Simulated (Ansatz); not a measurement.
Computed with Ansatz on PBE0-D4/def2-TZVP structures; ΔE is electronic, products minus reactants. CCSD(T)/CBS adds triple-zeta CCSD(T) − MP2 to the extrapolated MP2 energy (def2 sets, frozen cores). Functionals use def2-TZVPP. B3LYP here is the variant with VWN-RPA as its local correlation; programs differ in this. For Br outer-core shells are correlated without core-valence functions, which leaves a few kJ/mol of doubt a bond. Scalar relativity is left out up to krypton. Each species was taken in one conformer, which may not be the lowest.

`[CH3][Al]([SiH3])[Br]` + `O=C[SiH2]Cl` → `O=C[SiH2][SiH3]` + `[CH3][Al]([Cl])[Br]`  (redistribution)

```json
{"level": "PBE0-D4", "ΔE (kcal/mol)": "-16.1", "difference from CCSD(T)/CBS": "0.1"}
{"level": "B3LYP-D4", "ΔE (kcal/mol)": "-16.6", "difference from CCSD(T)/CBS": "-0.4"}
{"level": "ωB97M-V", "ΔE (kcal/mol)": "-16.2", "difference from CCSD(T)/CBS": "0.0"}
{"level": "PBE", "ΔE (kcal/mol)": "-15.7", "difference from CCSD(T)/CBS": "0.5"}
{"level": "B3LYP", "ΔE (kcal/mol)": "-16.2", "difference from CCSD(T)/CBS": "0.0"}
{"level": "HF/def2-TZVPP", "ΔE (kcal/mol)": "-16.1", "difference from CCSD(T)/CBS": "0.1"}
{"level": "CCSD/def2-TZVPP", "ΔE (kcal/mol)": "-16.1", "difference from CCSD(T)/CBS": "0.1"}
{"level": "HF/def2-QZVPP", "ΔE (kcal/mol)": "-16.1", "difference from CCSD(T)/CBS": "0.1"}
{"level": "MP2/CBS(def2)", "ΔE (kcal/mol)": "-16.6", "difference from CCSD(T)/CBS": "-0.4"}
{"level": "CCSD/CBS(def2)", "ΔE (kcal/mol)": "-16.2", "difference from CCSD(T)/CBS": "0.0"}
{"level": "CCSD(T)/CBS", "ΔE (kcal/mol)": "-16.2", "difference from CCSD(T)/CBS": "0"}
```

Largest T1 diagnostic among the species: 0.016.
